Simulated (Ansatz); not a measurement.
mer-FeF3(NH3)3 (FeN₃F₃H₉). Total charge 0; sextet. Geometry PBE-D4/def2-SVP.

```xyz
16

F    -0.779    0.954    1.375
F     0.399   -1.527   -0.895
F     2.061    0.425    0.637
Fe    0.275   -0.005    0.174
N    -1.816   -0.061   -0.845
N     0.824    1.554   -1.340
N     0.518   -1.437    1.868
H    -1.863   -1.052   -1.110
H    -2.131    0.509   -1.638
H    -2.416    0.136   -0.035
H     0.904    1.235   -2.313
H     1.768    1.643   -0.932
H     0.352    2.465   -1.317
H     0.489   -2.429    1.609
H    -0.074   -1.245    2.683
H     1.489   -1.166    2.077
```

Another isomer (sextet) lies 0.09 eV lower at PBE-D4/def2-SVP; other spin states weren't run for this one.

(1) Estimate the α-spin orbital energies around the gap (eV) in Ansatz with PBE-D4/def2-SVP, revPBE-D4/def2-TZVP, PBE0-D4/def2-SVP, r2SCAN0-D4/def2-TZVP, ωB97X-V/def2-TZVP.

Results:

(1) 
```csv
orbital,PBE-D4/def2-SVP,revPBE-D4/def2-TZVP,PBE0-D4/def2-SVP,r2SCAN0-D4/def2-TZVP,ωB97X-V/def2-TZVP
HOMO−9,-7.50,-8.02,-9.63,-10.49,-12.78
HOMO−8,-7.31,-7.97,-9.49,-10.46,-12.78
HOMO−7,-6.41,-7.04,-8.53,-9.48,-11.71
HOMO−6,-6.39,-6.95,-8.51,-9.48,-11.70
HOMO−5,-6.27,-6.84,-8.35,-9.36,-11.56
HOMO−4,-6.04,-6.57,-8.32,-9.18,-11.35
HOMO−3,-5.88,-6.52,-8.20,-9.14,-11.31
HOMO−2,-5.41,-6.06,-8.11,-9.08,-11.27
HOMO−1,-4.88,-5.34,-7.47,-8.20,-10.25
HOMO,-4.34,-4.90,-7.16,-8.07,-10.09
LUMO,-0.18,-0.52,0.61,0.61,1.98
LUMO+1,0.92,0.33,1.82,1.60,2.97
LUMO+2,1.23,0.64,2.15,1.94,3.35
LUMO+3,2.46,1.78,3.41,3.27,4.49
LUMO+4,2.62,1.96,3.57,3.37,4.66
LUMO+5,2.79,2.06,3.79,3.51,4.82
β HOMO,-5.89,-6.46,-7.72,-8.53,-10.72
β LUMO,-3.16,-3.59,-1.84,-1.92,-0.03
```
